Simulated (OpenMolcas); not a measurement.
Ni5+: Racah parameters, worked from levels

```json
{"Program": "OpenMolcas 26.06", "Basis": "ANO-L-VDZP [5s4p2d1f]", "Scalar Hamiltonian": "non-relativistic, point nucleus", "Active space": "5 electrons in 5 orbitals (3d)", "State averaging": "2S+1 = 6 even, 1 root; 2S+1 = 4 even, 24 roots; 2S+1 = 2 even, 75 roots (36 in the spin-orbit step)", "Spin-orbit coupling": "RASSI with atomic mean-field integrals over the reference wave functions, term energies averaged over their components"}
```

Methods: CASSCF; SS-CASPT2, IPEA 0.25 Eh, imaginary shift 0.1 Eh (closed shells correlated: 3s 3p).

**Racah parameters.** Above 6S, d5 has 4D at 17B + 5C, 4G at 10B + 5C and 4P at 7B + 7C. The first two fix B and C, and the third tests them; where it misses by thousands of cm-1, two parameters do not describe the configuration (Trees and configuration-interaction terms are left out) and B and C hang on the terms chosen. Term energies are centres of gravity, weighted by 2J + 1.

```csv
Source,4D,4G,B,C,C/B,"4P from B, C",4P found
CASSCF,56763,45503,1609,5883,3.66,52444,52258
SS-CASPT2,52875,44043,1262,6285,4.98,52829,47656
```

Energies in cm-1. From CASSCF to SS-CASPT2, B changes by -21.6 % and C by +6.8 %.

Term energies are means over components that CASPT2 splits; among the terms shown or strongly mixed into the levels shown the widest spread is 32 cm-1 (3d5 4G, SS-CASPT2). Some high roots are left out of the spin-orbit mixing, which shifts the levels that they would mix with. The basis is small and was not contracted for so high a charge. Without dynamic correlation excited terms often stand tens of per cent too high (terms of higher spin than the ground term too low), and those without a measured partner can miss by more than the paired ones (holds for CASSCF). Only configurations of the active space appear.
